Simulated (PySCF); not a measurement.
A PySCF script (with the pyscf-properties extension) for the NMR shieldings of SMILES CB(C)N([SiH3])CC1CC1, C₆H₁₆BNSi, on a GFN2-xTB geometry:

```python
import basis_set_exchange as bse
import numpy as np
from pyscf import gto, dft
from pyscf.prop import nmr

atoms = """
C     1.841618    1.440893   -0.337924
B     1.549059   -0.057727    0.123558
C     2.681791   -0.811752    0.943084
N     0.359941   -0.729679   -0.218036
Si    0.077583   -2.425697    0.119840
C    -0.742272   -0.030986   -0.873861
C    -1.905541    0.182456    0.067966
C    -2.850754    1.324598   -0.151348
C    -1.909768    1.343862    1.014349
H     2.832939    1.770413   -0.035411
H     1.132748    2.153336    0.080990
H     1.787548    1.544777   -1.421705
H     3.452035   -1.174676    0.262873
H     3.182497   -0.145203    1.643029
H     2.322162   -1.669728    1.505936
H    -1.103604   -2.813615   -0.657176
H     1.224566   -3.212938   -0.333373
H    -0.188461   -2.626516    1.548317
H    -0.394844    0.933484   -1.242992
H    -1.082207   -0.617863   -1.735386
H    -2.330948   -0.744289    0.435323
H    -2.654146    1.995184   -0.974253
H    -3.901912    1.166874    0.035816
H    -1.077357    2.028972    0.983431
H    -2.313605    1.199966    2.004778
"""
names = dict.fromkeys(["C", "B", "N", "Si", "H"], "pcSseg-1")
basis = {el: gto.basis.parse(bse.get_basis(n, elements=[el], fmt="nwchem")) for el, n in names.items()}
mol = gto.M(atom=atoms, basis=basis, charge=0, verbose=0)
mf = dft.RKS(mol, xc="PBE0")
mf.grids.level = 2
mf.grids.alignment = dft.numint.BLKSIZE   # the property module wants whole blocks of grid points
mf.conv_tol = 1e-9
mf.kernel()

calc = nmr.RKS(mf)   # GIAO
C = mf.mo_coeff
Co = C[:, mf.mo_occ > 0]
resp = mf.gen_response(singlet=True, hermi=2)
def vind(x):   # induced exchange potential for any number of trial vectors
    d = np.einsum("pi,xij,qj->xpq", C, 2 * x.reshape(-1, C.shape[1], Co.shape[1]), Co, optimize=True)
    return np.einsum("xpq,pi,qj->xij", resp(d - d.transpose(0, 2, 1)), C, Co, optimize=True).ravel()
mo1, _ = nmr.rhf.solve_mo1(calc, with_cphf=vind)
sigma = calc.kernel(mo1)
for i, s in enumerate(sigma):   # ppm
    print("%2d %-2s %9.2f" % (i, mol.atom_pure_symbol(i), np.trace(s) / 3))
```

Q: What does it print?

A: 
```
 0 C     180.39
 1 B      50.18
 2 C     176.48
 3 N     149.95
 4 Si    398.25
 5 C     127.73
 6 C     169.06
 7 C     181.34
 8 C     181.28
 9 H      31.26
10 H      31.42
11 H      31.42
12 H      31.09
13 H      31.03
14 H      31.34
15 H      27.12
16 H      26.87
17 H      26.68
18 H      29.19
19 H      28.09
20 H      30.76
21 H      31.53
22 H      31.19
23 H      31.51
24 H      31.28
```

These numbers come from an equivalent density-fitted implementation of the same equations, which agrees with the script to about 0.01 ppm for H and up to a few tenths of a ppm for heavy atoms, so last digits may differ.

Size and cost of the density-fitted run: 240 basis functions, 110 s wall time on 1 thread of an Arm Neoverse N1, shared host; peak memory 1.1 GiB.
